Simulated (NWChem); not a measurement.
Everything below was run with NWChem. System: HBrSn, charge 0, spin multiplicity 1, at a geometry optimised with PBE/def2-SVP with def2 effective core potentials on Sn. The structure started from a generated list of species. Level: CCSD(T)/def2-SVPD with def2 effective core potentials on Sn, 13 core orbitals frozen.

Output (cleaned and shortened):

```
             Northwest Computational Chemistry Package (NWChem) 7.3.0
             --------------------------------------------------------

                                NWChem Input Module
                                -------------------

 Scaling coordinates for geometry "geometry" by  1.889725989
 (inverse scale =  0.529177249)

 Turning off AUTOSYM since
 SYMMETRY directive was detected!

                             Geometry "geometry" -> ""
                             -------------------------

 Output coordinates in angstroms (scale by  1.889725989 to convert to a.u.)

  No.       Tag          Charge          X              Y              Z
 ---- ---------------- ---------- -------------- -------------- --------------
    1 Sn                  50.0000    -0.72455100     0.74964800     0.00000000
    2 H                    1.0000     0.52969400     2.05314400     0.00000000
    3 Br                  35.0000     1.01993900    -1.12958700     0.00000000

 Effective nuclear repulsion energy (a.u.)     381.5376618816

            Nuclear Dipole moment (a.u.)
            ----------------------------
        X                 Y               Z
 ---------------- ---------------- ----------------
     0.0000170075    -0.0000018897     0.0000000000

      Symmetry information
      --------------------

 Group name             Cs
 Group number              2
 Group order               2
 No. of unique centers     3

      Symmetry unique atoms

     1    2    3


 Summary of "ao basis" -> "" (spherical)
 ------------------------------------------------------------------------------
       Tag                 Description            Shells   Functions and Types
 ---------------- ------------------------------  ------  ---------------------
 *                         def2-svpd                  on all atoms

 Summary of "ao basis" -> "ao basis" (spherical)
 ------------------------------------------------------------------------------
       Tag                 Description            Shells   Functions and Types
 ---------------- ------------------------------  ------  ---------------------
 Sn                        def2-svpd                12       32   5s4p3d
 H                         def2-svpd                 4        8   2s2p
 Br                        def2-svpd                15       41   6s5p4d

                                 NWChem SCF Module
                                 -----------------

  ao basis        = "ao basis"
  functions       =    81
  atoms           =     3
  closed shells   =    29
  open shells     =     0
  charge          =   0.00
  wavefunction    = RHF
  use symmetry    = T
  symmetry adapt  = T

 Summary of "ao basis" -> "ao basis" (spherical)
 ------------------------------------------------------------------------------
       Tag                 Description            Shells   Functions and Types
 ---------------- ------------------------------  ------  ---------------------
 Sn                        def2-svpd                12       32   5s4p3d
 H                         def2-svpd                 4        8   2s2p
 Br                        def2-svpd                15       41   6s5p4d

      Symmetry analysis of basis
      --------------------------

        a'         56
        a"         25

 Forming initial guess at       0.1s

      Superposition of Atomic Density Guess
      -------------------------------------

 Sum of atomic energies:       -2821.68027933

      Non-variational initial energy
      ------------------------------

 Total energy =   -2785.914468
 1-e energy   =   -4299.660019
 2-e energy   =    1342.648168
 HOMO         =      -0.237720
 LUMO         =      -0.067624

      Symmetry analysis of molecular orbitals - initial
      -------------------------------------------------

  Numbering of irreducible representations:

     1 a'          2 a"

  Orbital symmetries:

     1 a'          2 a'          3 a'          4 a'          5 a"
     6 a'          7 a'          8 a'          9 a"         10 a'
    11 a'         12 a'         13 a"         14 a'         15 a'
    16 a"         17 a'         18 a"         19 a'         20 a'
    21 a'         22 a"         23 a"         24 a'         25 a'
[...]
              MO Center= -1.4D+00,  1.6D+00,  3.2D-14, r^2= 7.9D+00
   Bfn.  Coefficient  Atom+Function         Bfn.  Coefficient  Atom+Function
  ----- ------------  ---------------      ----- ------------  ---------------
     5      2.265066  1 Sn s                  4     -1.379791  1 Sn s
    46     -1.315715  3 Br s                 45      0.414100  3 Br s
    28     -0.406045  1 Sn d -2              59      0.217343  3 Br px
    13      0.210688  1 Sn py                12     -0.175087  1 Sn px
    30     -0.173783  1 Sn d  0              60     -0.165692  3 Br py

 Vector   32  Occ=0.000000D+00  E= 6.609279D-02  Symmetry=a'
              MO Center= -5.7D-01,  4.2D-02,  3.2D-13, r^2= 1.2D+01
   Bfn.  Coefficient  Atom+Function         Bfn.  Coefficient  Atom+Function
  ----- ------------  ---------------      ----- ------------  ---------------
     5      2.553249  1 Sn s                  4     -1.457262  1 Sn s
    16     -0.648342  1 Sn py                46     -0.614114  3 Br s
    60     -0.542473  3 Br py                59      0.423647  3 Br px
    15      0.400928  1 Sn px                13     -0.190656  1 Sn py
    28      0.183170  1 Sn d -2              45     -0.165159  3 Br s

 center of mass
 --------------
 x =  -0.03214463 y =   0.00172428 z =   0.00000000

 moments of inertia (a.u.)
 ------------------
         615.924835323327         553.560613838515           0.000000000000
         553.560613838515         518.717878459027           0.000000000000
           0.000000000000           0.000000000000        1134.642713782354

  Mulliken analysis of the total density
  --------------------------------------

    Atom       Charge   Shell Charges
 -----------   ------   -------------------------------------------------------
    1 Sn  22    21.21   1.60  0.43  1.24  0.51 -0.04  3.26  2.73  0.90  0.46  9.78  0.33  0.01
    2 H    1     1.19   0.67  0.50  0.01  0.00
    3 Br  35    35.60   2.00  2.00  2.00  1.34  0.64  0.03  6.00  5.99  2.28  3.14  0.16  8.23  1.73  0.06  0.01

       Multipole analysis of the density wrt the origin
       ------------------------------------------------

     L   x y z        total         open         nuclear
     -   - - -        -----         ----         -------
     0   0 0 0     -0.000000      0.000000     58.000000

     1   1 0 0     -0.956018      0.000000     38.337697
     1   0 1 0      0.852186      0.000000    -39.665623
     1   0 0 1     -0.000000      0.000000      0.000000

     2   2 0 0    -35.223663      0.000000    172.266899
     2   1 1 0     -0.857177      0.000000   -182.787736
     2   1 0 1      0.000000      0.000000      0.000000
     2   0 2 0    -34.679177      0.000000    218.683496
     2   0 1 1     -0.000000      0.000000      0.000000
     2   0 0 2    -30.585434      0.000000      0.000000

                   NWChem Extensible Many-Electron Theory Module
                   ---------------------------------------------


            General Information
            -------------------
      Number of processors :     1
         Wavefunction type : Restricted Hartree-Fock
          No. of electrons :    58
           Alpha electrons :    29
            Beta electrons :    29
           No. of orbitals :   162
            Alpha orbitals :    81
             Beta orbitals :    81
        Alpha frozen cores :    13
         Beta frozen cores :    13
     Alpha frozen virtuals :     0
      Beta frozen virtuals :     0
         Spin multiplicity : singlet
    Number of AO functions :    81
       Number of AO shells :    31
        Use of symmetry is : on
      Symmetry adaption is : on
         Schwarz screening : 0.10D-09

          Correlation Information
          -----------------------
          Calculation type : Coupled-cluster singles & doubles w/ perturbation
   Perturbative correction : (T)
            Max iterations :      100
        Residual threshold : 0.10D-05
     T(0) DIIS level shift : 0.00D+00
     L(0) DIIS level shift : 0.00D+00
     T(1) DIIS level shift : 0.00D+00
     L(1) DIIS level shift : 0.00D+00
     T(R) DIIS level shift : 0.00D+00
     T(I) DIIS level shift : 0.00D+00
   CC-T/L Amplitude update :  5-th order DIIS
                I/O scheme : Global Array Library
        L-threshold :  0.10D-05
        EOM-threshold :  0.10D-05
 no EOMCCSD initial starts read in
 TCE RESTART OPTIONS
 SLICE:      F
 D4D5:       F
 quantumc:   F
 qrotation:  F
 pwtce:      F
 qducc:      F
 nacto:                         0
 nrotv:                         0
 nrot:                          0

            Memory Information
            ------------------
          Available GA space size is     249030239 doubles
          Available MA space size is     104846324 doubles

 Maximum block size supplied by input
 Maximum block size        24 doubles

 tile_dim =     18

 -------------------------------------------------
   1    alpha     a'    11 doubles       0       1
   2    alpha     a"     5 doubles      11       2
   3    beta      a'    11 doubles      16       1
   4    beta      a"     5 doubles      27       2
   5    alpha     a'    17 doubles      32       5
   6    alpha     a'    18 doubles      49       6
   7    alpha     a"    17 doubles      67       7
   8    beta      a'    17 doubles      84       5
   9    beta      a'    18 doubles     101       6
  10    beta      a"    17 doubles     119       7

 Global array virtual files algorithm will be used

 Parallel file system coherency ......... OK

 4-electron integrals stored in orbital form

 v2    file size   =          2521957
 4-index algorithm nr.  13 is used
 imaxsize =       30
 imaxsize ichop =        0


CCSD iterations
 ---------------------------------------------------------
 Iter          Residuum       Correlation     Cpu    Wall
 ---------------------------------------------------------
    1   0.1383248703597  -0.3323477444527     0.7     0.7
    2   0.0330636698602  -0.3424063336082     0.7     0.7
    3   0.0125793699352  -0.3485353512872     0.7     0.7
    4   0.0056897088806  -0.3499666062565     0.7     0.7
    5   0.0028063029923  -0.3506364164767     0.7     0.7
    6   0.0008366240925  -0.3510856165832     0.7     0.7
    7   0.0004521828563  -0.3511209993681     0.7     0.7
    8   0.0002328700090  -0.3511333828301     0.7     0.7
    9   0.0001540071580  -0.3511347748815     0.7     0.7
   10   0.0000895590586  -0.3511395479806     0.7     0.7
   11   0.0000201580030  -0.3511447463590     0.7     0.7
   12   0.0000106928790  -0.3511453437020     0.7     0.7
   13   0.0000063589725  -0.3511454439110     0.7     0.7
   14   0.0000040523054  -0.3511454206069     0.7     0.7
   15   0.0000026001504  -0.3511453982936     0.7     0.7
   16   0.0000005912292  -0.3511453211561     0.7     0.7
 -----------------------------------------------------------------
 Iterations converged
 CCSD correlation energy / hartree =        -0.351145321156056
 CCSD total energy / hartree       =     -2786.424523510619110

 Singles contributions

 Doubles contributions
 CCSD(T)
 Using plain CCSD(T) code
             total no. of tasks           74
 total no. of tasks / no. procs           74
                         wl_min       614125           9.2
                         wl_max      7762392          14.1
        thresh for no. of tasks           74

 CCSD[T]  correction energy / hartree =        -0.010313757448021
 CCSD[T] correlation energy / hartree =        -0.361459078604077
 CCSD[T] total energy / hartree       =     -2786.434837268066985
 CCSD(T)  correction energy / hartree =        -0.009816192129934
 CCSD(T) correlation energy / hartree =        -0.360961513285989
 CCSD(T) total energy / hartree       =     -2786.434339702749185

 Task  times  cpu:       55.1s     wall:       55.1s

 Total times  cpu:       55.2s     wall:       55.2s
```

Problem. Write an NWChem input that would produce this output.

Solution. This is not unique; one that fits is 
```
start mol
memory heap 100 mb stack 700 mb global 1900 mb
geometry units angstroms nocenter noautoz
  Sn    -0.724551     0.749648     0.000000
  H      0.529694     2.053144     0.000000
  Br     1.019939    -1.129587     0.000000
  symmetry group Cs
end
basis spherical
  * library def2-svpd
end
ecp
  Sn library def2-ecp
end
scf
  rhf
  nopen 0
  maxiter 100
  thresh 1e-7
  semidirect memsize 60000000 filesize 0
end
tce
  freeze core 13
  ccsd(t)
  2eorb
  2emet 13
  thresh 1e-6
  maxiter 100
  tilesize 24
end
task tce energy
```
